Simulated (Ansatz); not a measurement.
Reaction (isomerisation): `N=C(N)BO` → `N=C(O)BN`

Isolated molecules relaxed with PBE0-D4/def2-TZVP in Ansatz; ΔE leaves out vibrations. CBS: MP2 limit from def2 TZ/QZ plus the TZ coupled-cluster correction, frozen cores. This one scheme is used for every species. Functionals use def2-TZVPP. Each species was taken in one conformer, which may not be the lowest.

| level | ΔE (kJ/mol) |
| --- | --- |
| PBE0-D4 | -11.6 |
| ωB97X-V | -12.0 |
| HF/def2-QZVPP | -6.7 |
| SCS-MP2/def2-QZVPP | -8.8 |

Task: What does CCSD(T)/CBS give? (Estimate.)

Result: Computed: -10.7 kJ/mol. The listed levels differ from it by -0.9, -1.3, 4.0, 1.9 kJ/mol.

Largest T1 diagnostic among the species: 0.014.
